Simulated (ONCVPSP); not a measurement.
## S (Z = 16), ONCV: configuration errors across variants

ONCVPSP 4.0.1 input, shortened (lines: element, Z, core and valence counts, functional; n l f; lmax; l rc ep ncon nbas qcut; lloc lpopt rc5 dvloc0; l nproj debl; icmod fcfact rcfact), LDA (Perdew-Zunger), scalar-relativistic:

```
  S 16.00    3    2        3      upf
    1    0    2.00
    2    0    2.00
    2    1    6.00
    3    0    2.00
    3    1    4.00
    1
    0    1.30    0.00    4    7    4.30
    1    1.60    0.00    4    8    5.00
    4    5    0.85    4.00
    0    2    1.40
    1    2    3.60
    0    0.00    0.00
```

All-electron excitation energies from the reference (eV): (1) 3s2 3p3 11.863; (2) 3s2 3p2 34.236; (3) 3s2 3p1 68.393; (4) 3s2 3p3.5 4.709.

A true bound ghost makes a file unfit for plane-wave use even where its test errors are small: the radial tests pick states by their node count and pass the ghost by.

Errors AE − PS in meV (a dash: test not solved or not reliable):

```tsv
change	(1)	(2)	(3)	(4)	bound ghosts	GHOST(+) flags above zero
base	+1.8	+21	+97	0.0	none	s
p: rc 1.08	+2.2	+21	+94	+0.2	p	s, p
p: rc 1.24	+2.1	+23	+100	+0.2	none	s
p: rc 1.62	+1.8	+21	+97	0.0	none	s
p: rc 1.72	+1.6	+20	+92	0.0	none	s
p: rc 1.9	+1.2	+17	+81	-0.1	none	s
p: rc 2.04	+0.9	+15	+71	-0.1	none	s
p: rc 2.16	+0.6	+12	+63	-0.2	none	s
p: rc 2.3	+0.3	+10.0	+54	-0.2	none	s
```

(1) Give the same row for: p: rc 1.4.

## Answers

(1) +2.0, +23, +101, +0.1; bound ghosts: none; GHOST(+) flags above zero: s.
